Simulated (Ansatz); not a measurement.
Species: SeF, charge 0, doublet. SeF (SMILES F[Se], doublet).
B3LYP-D3(BJ)/def2-TZVP minimum from Ansatz (an electronic-structure program):
```
F
Se 1 1.7548
```
Charge 0, spin multiplicity 2.

Quantity: atomisation energy (electronic, to ground-state atoms), in kJ/mol. Radicals and triplets start from unrestricted determinants; spin-orbit coupling is neglected. Cores are frozen in correlated methods (noble-gas shells, and filled d and f shells in the p block). No relativity. CBS(X,Y): correlation extrapolated as X^-3, Hartree-Fock from the larger set (Q,5: extrapolated as (X+1)exp(-9√X)). A bracket is a step between two methods taken in the basis named.

CCSD(T)/CBS(cc-pVQZ,cc-pV5Z) + [CCSDT(Q) - CCSD(T)]/cc-pVTZ + [CCSDTQ - CCSDT(Q)]/cc-pVDZ (Ansatz) gives 338.3 kJ/mol.

Problem. How far off this value is PBE/def2-TZVPD (Ansatz), in which direction, and which of these levels come nearer: r2SCAN/def2-TZVPD, B3LYP/def2-TZVPD, PBE0/def2-TZVPD, wB97M-V/def2-TZVPD, CCSD(T)/CBS(cc-pVQZ,cc-pV5Z)?

Solution. PBE gives 377.6 kJ/mol, 39.3 kJ/mol above it. Differences of the others: r2SCAN/def2-TZVPD (Ansatz) 3.8; B3LYP/def2-TZVPD (Ansatz) 0.8; PBE0/def2-TZVPD (Ansatz) -6.7; wB97M-V/def2-TZVPD (Ansatz) -0.2; CCSD(T)/CBS(cc-pVQZ,cc-pV5Z) (Ansatz) -1.0 kJ/mol. Nearer than PBE: r2SCAN/def2-TZVPD, B3LYP/def2-TZVPD, PBE0/def2-TZVPD, wB97M-V/def2-TZVPD, CCSD(T)/CBS(cc-pVQZ,cc-pV5Z).
